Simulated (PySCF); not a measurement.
A structure optimised at PBE0-D3(BJ)/def2-SVP, used in a PySCF frequency run:

```xyz
4

In     0.0000     0.0000     0.0000
I      2.6549     0.0000     0.0000
I     -1.3274    -2.2992     0.0000
I     -1.3274     2.2992     0.0000
```
Charge 0, spin multiplicity 1.

**Question.** Write its SMILES, formula and point group.

**Answer.** [I][In]([I])[I], I3In, D3h

**Question.** What are its rotational constants (standard atomic weights)?

**Answer.** 0.37668, 0.37668, 0.18834 GHz
